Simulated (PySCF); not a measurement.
PySCF input file for (1E)-1-bromobuta-1,3-diene (C4H5Br), SMILES C(/Br)=C\C=C, PBE-D3(BJ)/def2-SVP. The structure is a stationary point at PBE-D3(BJ)/def2-SVP. One conformer was computed; it need not be the lowest.

```python
import numpy as np
from pyscf import gto, scf, dft, df
from pyscf.hessian import thermo

mol = gto.M(
    atom='''
    C    -0.36714653   -3.68865141    0.00000000
    C     0.38095011   -2.56077032    0.00000000
    C    -0.17089932   -1.21639970    0.00000000
    C     0.60209914   -0.10563691    0.00000000
    Br   -0.09183280    1.64719965    0.00000000
    H    -1.46851790   -3.64417034    0.00000000
    H     0.09709871   -4.68587774    0.00000000
    H     1.48254856   -2.64317165    0.00000000
    H    -1.26945916   -1.11253891    0.00000000
    H     1.70245747   -0.13747912    0.00000000
    ''',
    basis='def2-SVP',
    charge=0,
    spin=0,
    max_memory=1600,
    verbose=3,
)
mf = dft.RKS(mol, xc='pbe').density_fit(auxbasis='def2-universal-jkfit')
mf.disp = 'd3bj'
mf.grids.level = 3
mf.conv_tol = 1e-11
mf.max_cycle = 100
mf.kernel()

# [left out here: the lines that compute and print the analytic Hessian (its translational invariance restored by hand, since the grid's response is missing), thermochemistry and intensities]
```

Output:

```
converged SCF energy = -2728.53415720773

WARN: DFTD3 does not support analytical Hessian, using finite difference


WARN: Mole.unit (angstrom) is changed to Bohr

Mode                                 0                   1                   2
Irrep
Freq [cm^-1]                      144.3848            154.4484            239.2311
Reduced mass [au]                   3.1338              3.8568              2.3702
Force const [Dyne/A]                0.0385              0.0542              0.0799
Char temp [K]                     207.7375            222.2168            344.2003
Normal mode                   x     y     z       x     y     z       x     y     z
       0   C                 0.00 -0.00  0.12   -0.11  0.09  0.00    0.00  0.00 -0.04
       1   C                -0.00  0.00 -0.03    0.04 -0.01 -0.00   -0.00  0.00  0.13
       2   C                -0.00 -0.00 -0.20    0.14  0.03 -0.00   -0.00  0.00 -0.02
       3   C                -0.00 -0.00 -0.04    0.12  0.03 -0.00    0.00  0.00 -0.18
       4  Br                 0.00  0.00  0.02   -0.03 -0.03  0.00    0.00 -0.00  0.02
       5   H                 0.00 -0.00  0.07   -0.10  0.25  0.00    0.00  0.00 -0.34
       6   H                 0.00 -0.00  0.31   -0.25  0.02  0.00    0.00  0.00  0.10
       7   H                -0.00  0.00  0.05    0.03 -0.13  0.00    0.00  0.00  0.40
       8   H                -0.00 -0.00 -0.37    0.14  0.07 -0.00   -0.00  0.00  0.05
       9   H                -0.00 -0.00  0.15    0.13  0.09  0.00    0.00 -0.00 -0.29
Mode                                 3                   4                   5
Irrep
Freq [cm^-1]                      317.0498            438.9416            626.8917
Reduced mass [au]                   6.1996              2.7436              1.3294
Force const [Dyne/A]                0.3672              0.3114              0.3078
Char temp [K]                     456.1641            631.5393            901.9576
Normal mode                   x     y     z       x     y     z       x     y     z
       0   C                -0.04 -0.10 -0.00    0.01 -0.12  0.00    0.00  0.00  0.01
       1   C                 0.04 -0.14  0.00   -0.13 -0.01 -0.00    0.00  0.00 -0.12
       2   C                 0.07 -0.10 -0.00    0.04  0.07 -0.00   -0.00  0.00  0.02
       3   C                -0.01 -0.03 -0.00    0.13  0.03 -0.00   -0.00  0.00  0.08
       4  Br                -0.01  0.06  0.00   -0.01  0.00  0.00    0.00 -0.00 -0.00
       5   H                -0.04 -0.02 -0.00   -0.00 -0.38 -0.00    0.00  0.00 -0.39
       6   H                -0.12 -0.13  0.00    0.24 -0.01  0.00   -0.00  0.00  0.60
       7   H                 0.03 -0.22  0.00   -0.13 -0.02  0.00    0.00  0.00  0.21
       8   H                 0.07 -0.14  0.00    0.05  0.25 -0.00   -0.00 -0.00  0.31
       9   H                -0.00  0.05 -0.00    0.13  0.05 -0.00   -0.00 -0.00 -0.27
Mode                                 6                   7                   8
Irrep
Freq [cm^-1]                      749.0474            794.6517            881.6676
Reduced mass [au]                   4.5967              1.7227              1.3147
Force const [Dyne/A]                1.5196              0.6410              0.6021
Char temp [K]                    1077.7124           1143.3268           1268.5234
Normal mode                   x     y     z       x     y     z       x     y     z
       0   C                -0.02 -0.04 -0.00   -0.00 -0.00  0.01    0.00 -0.00 -0.14
       1   C                -0.00 -0.03 -0.00   -0.00 -0.00  0.07    0.00  0.00  0.04
       2   C                 0.07  0.04  0.00    0.00  0.00 -0.13   -0.00  0.00  0.01
       3   C                -0.14  0.19 -0.00   -0.00  0.00  0.13    0.00 -0.00  0.01
       4  Br                 0.01 -0.02  0.00    0.00 -0.00 -0.00   -0.00  0.00  0.00
       5   H                -0.03 -0.12  0.00   -0.00 -0.00  0.09    0.00  0.00  0.65
       6   H                 0.03 -0.02  0.00   -0.00 -0.00 -0.28   -0.00 -0.00  0.52
       7   H                -0.01 -0.13 -0.00   -0.00 -0.00  0.00    0.00  0.00  0.07
       8   H                 0.06 -0.06 -0.00    0.00  0.00  0.15   -0.00  0.00 -0.15
       9   H                -0.13  0.31  0.00   -0.00  0.00 -0.66    0.00 -0.00 -0.13
Mode                                 9                  10                  11
Irrep
Freq [cm^-1]                      922.5647            927.2263           1001.0713
Reduced mass [au]                   1.2616              1.4591              1.0969
Force const [Dyne/A]                0.6326              0.7391              0.6477
Char temp [K]                    1327.3653           1334.0722           1440.3187
Normal mode                   x     y     z       x     y     z       x     y     z
       0   C                 0.00 -0.00 -0.04   -0.06  0.11 -0.00    0.00 -0.00 -0.01
       1   C                 0.00 -0.00  0.08   -0.01  0.04  0.00    0.00  0.00  0.08
       2   C                -0.00  0.00 -0.10    0.06 -0.07 -0.00   -0.00  0.00  0.03
       3   C                 0.00  0.00 -0.01   -0.02 -0.04  0.00    0.00  0.00  0.01
       4  Br                -0.00  0.00 -0.00   -0.00  0.00 -0.00   -0.00  0.00  0.00
       5   H                 0.00  0.00 -0.01   -0.07 -0.43  0.00    0.00  0.00 -0.36
       6   H                -0.00 -0.00  0.19    0.47  0.35  0.00   -0.00 -0.00  0.28
       7   H                 0.00  0.00 -0.33   -0.04 -0.22 -0.00   -0.00 -0.00 -0.73
       8   H                -0.00  0.00  0.70    0.05 -0.25  0.00   -0.00  0.00 -0.36
       9   H                 0.00  0.00  0.38   -0.02 -0.03  0.00    0.00 -0.00 -0.21
Mode                                12                  13                  14
Irrep
Freq [cm^-1]                     1137.5925           1189.3407           1246.7361
Reduced mass [au]                   1.5085              1.4212              1.3475
Force const [Dyne/A]                1.1502              1.1844              1.2340
Char temp [K]                    1636.7423           1711.1965           1793.7756
Normal mode                   x     y     z       x     y     z       x     y     z
       0   C                -0.02 -0.01  0.00    0.03 -0.03  0.00   -0.01 -0.01  0.00
       1   C                 0.08 -0.04 -0.00   -0.10  0.07 -0.00    0.03  0.01 -0.00
       2   C                -0.06  0.11  0.00    0.08 -0.02 -0.00   -0.11  0.03  0.00
       3   C                 0.02  0.06 -0.00    0.01  0.05  0.00    0.09  0.01 -0.00
       4  Br                -0.00 -0.00  0.00   -0.00  0.00  0.00    0.00 -0.00 -0.00
       5   H                -0.03 -0.15 -0.00    0.03  0.14 -0.00   -0.02 -0.12 -0.00
       6   H                 0.01 -0.00 -0.00   -0.13 -0.11 -0.00   -0.07 -0.04 -0.00
       7   H                 0.06 -0.42  0.00   -0.09  0.24 -0.00    0.02 -0.11  0.00
       8   H                -0.09 -0.14 -0.00    0.03 -0.65  0.00   -0.17 -0.58 -0.00
       9   H                 0.01 -0.63  0.00    0.01 -0.38  0.00    0.11  0.55 -0.00
Mode                                15                  16                  17
Irrep
Freq [cm^-1]                     1264.2878           1379.1323           1591.8242
Reduced mass [au]                   1.3132              1.2519              5.9035
Force const [Dyne/A]                1.2368              1.4029              8.8135
Char temp [K]                    1819.0286           1984.2644           2290.2806
Normal mode                   x     y     z       x     y     z       x     y     z
       0   C                 0.10  0.02 -0.00   -0.04 -0.02 -0.00   -0.06 -0.10  0.00
       1   C                -0.10  0.01  0.00   -0.00 -0.11  0.00    0.04  0.07 -0.00
       2   C                 0.00 -0.00  0.00   -0.04  0.01  0.00    0.07  0.16 -0.00
       3   C                -0.01 -0.02 -0.00    0.03  0.05 -0.00   -0.07 -0.15  0.00
       4  Br                 0.00  0.00 -0.00   -0.00 -0.00 -0.00   -0.00  0.00  0.00
       5   H                 0.12  0.42  0.00   -0.00  0.53 -0.00   -0.06  0.15 -0.00
       6   H                 0.05  0.02  0.00    0.59  0.29  0.00    0.15 -0.02 -0.00
       7   H                -0.16 -0.71  0.00    0.02  0.24 -0.00    0.05 -0.02  0.00
       8   H                 0.00  0.01  0.00   -0.06 -0.10  0.00    0.07 -0.13 -0.00
       9   H                -0.01  0.10 -0.00    0.04 -0.02 -0.00   -0.10  0.11  0.00
Mode                                18                  19                  20
Irrep
Freq [cm^-1]                     1649.0946           3074.5737           3082.0202
Reduced mass [au]                   5.3016              1.0676              1.0842
Force const [Dyne/A]                8.4947              5.9458              6.0680
Char temp [K]                    2372.6800           4423.6271           4434.3408
Normal mode                   x     y     z       x     y     z       x     y     z
       0   C                 0.07  0.12 -0.00    0.03  0.03  0.00    0.04  0.03 -0.00
       1   C                -0.06 -0.17  0.00    0.05 -0.01 -0.00   -0.06 -0.00  0.00
       2   C                 0.04  0.12  0.00   -0.01  0.00  0.00    0.01 -0.00  0.00
       3   C                -0.03 -0.06 -0.00   -0.00  0.00 -0.00    0.00 -0.00 -0.00
       4  Br                 0.00  0.00 -0.00    0.00 -0.00  0.00    0.00  0.00 -0.00
       5   H                 0.08 -0.15  0.00   -0.52  0.03 -0.00   -0.57  0.03 -0.00
       6   H                -0.15  0.04  0.00    0.21 -0.42 -0.00    0.16 -0.33 -0.00
       7   H                -0.05  0.19 -0.00   -0.65  0.05  0.00    0.65 -0.05 -0.00
       8   H                 0.02 -0.14  0.00    0.14 -0.01 -0.00   -0.17  0.02  0.00
       9   H                -0.05  0.04 -0.00    0.01 -0.00 -0.00   -0.01  0.00 -0.00
Mode                                21                  22                  23
Irrep
Freq [cm^-1]                     3097.3906           3132.9774           3181.4773
Reduced mass [au]                   1.0912              1.0931              1.1170
Force const [Dyne/A]                6.1682              6.3215              6.6611
Char temp [K]                    4456.4554           4507.6569           4577.4375
Normal mode                   x     y     z       x     y     z       x     y     z
       0   C                 0.00  0.00 -0.00   -0.00  0.00  0.00   -0.07  0.06 -0.00
       1   C                -0.02 -0.00  0.00    0.00 -0.00 -0.00   -0.01 -0.00  0.00
       2   C                -0.08  0.00  0.00   -0.00 -0.01 -0.00   -0.00 -0.00 -0.00
       3   C                 0.00  0.00 -0.00    0.08  0.00 -0.00    0.00  0.00  0.00
       4  Br                 0.00 -0.00 -0.00   -0.00  0.00  0.00    0.00 -0.00 -0.00
       5   H                -0.03  0.00  0.00    0.00 -0.00 -0.00    0.57 -0.02  0.00
       6   H                -0.00  0.01  0.00    0.00 -0.00 -0.00    0.31 -0.68 -0.00
       7   H                 0.22 -0.02 -0.00   -0.02  0.00 -0.00    0.08 -0.01  0.00
       8   H                 0.92 -0.09 -0.00   -0.01  0.00 -0.00    0.00 -0.00 -0.00
       9   H                -0.01  0.00 -0.00   -0.95  0.01  0.00   -0.00  0.00  0.00
temperature 298.1500 [K]
pressure 101325.00 [Pa]
Rotational constants [GHz] 28.63674 0.98190 0.94934
Symmetry number 1
Zero-point energy (ZPE) 0.07341 [Eh]   192740.072 [J/mol]
                           tot       elec      trans        rot        vib
Entropy [J/mol/K]       327.800      0.000    169.736    112.508     45.557
Cv [J/mol/K]             82.843      0.000     12.472     12.472     57.900
Cp [J/mol/K]             91.158      0.000     20.786     12.472     57.900
Internal energy [J/mol]                      3718.434   3718.434 200763.745
Internal energy [Eh]   -2728.45486  -2728.53416
Enthalpy [J/mol]                             6197.391   3718.434 200763.745
Enthalpy [Eh]          -2728.45391
Gibbs free energy [J/mol]                  -44409.283 -29825.832 187181.048
Gibbs free energy [Eh] -2728.49114
mode   freq/cm-1   IR/(km/mol)
   1      144.38         0.854
   2      154.45         0.849
   3      239.23         0.119
   4      317.05         4.622
   5      438.94         0.338
   6      626.89         1.102
   7      749.05        42.140
   8      794.65        19.735
   9      881.67        23.588
  10      922.56        19.064
  11      927.23         3.621
  12     1001.07        32.044
  13     1137.59         2.059
  14     1189.34        11.607
  15     1246.74        11.734
  16     1264.29         3.452
  17     1379.13         3.636
  18     1591.82        15.687
  19     1649.09        30.356
  20     3074.57         7.938
  21     3082.02         1.719
  22     3097.39         4.586
  23     3132.98         7.929
  24     3181.48         5.155
max |gradient| / (hartree/bohr): 5.17992185755063e-05
APT charges: [-0.1574  0.0956 -0.1161  0.2778 -0.263   0.0356  0.0395  0.0192  0.0383
  0.0306]
```

The calculation finished and met its thresholds.

Cost: about 2.2 core-minutes (a rough figure).
